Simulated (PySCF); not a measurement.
## Te: excitation energy

Te [Kr] 4d10 5s2 5p4 (3P) → Te [Kr] 4d10 5s1 5p5 (3P), as a difference of total energies. Computed with PySCF 2.14 in def2-TZVPPD with the def2 core potential (28 electrons) (7s6p4d2f, 59 functions), with a scalar-relativistic core potential. Correlated levels: valence: 4s2 4p6 4d10 frozen; valence and next inner shell: nothing frozen outside the core potential. The calculations carry no spin-orbit coupling.

| method | excitation energy (eV) |
| --- | --- |
| UHF | 9.983 |
| LDA | 9.391 |
| PBE | 9.276 |
| PBE0 | 9.484 |
| r2SCAN | 9.368 |
| r2SCAN0 | 9.546 |
| B3LYP | 9.475 |
| r2SCANh | 9.439 |
| B2PLYP | 9.332 |
| MP2 (valence) | 9.211 |
| SCS-MP2 (valence) | 9.110 |
| MP2 (valence and next inner shell) | 9.269 |
| SCS-MP2 (valence and next inner shell) | 9.149 |

Task: How much does correlation contribute at MP2 (valence and next inner shell)?

Result: 9.269 − (9.983) = -0.714 eV, measured against UHF.

The upper state lies above the first ionisation limit, where it may autoionise and the basis confines it.
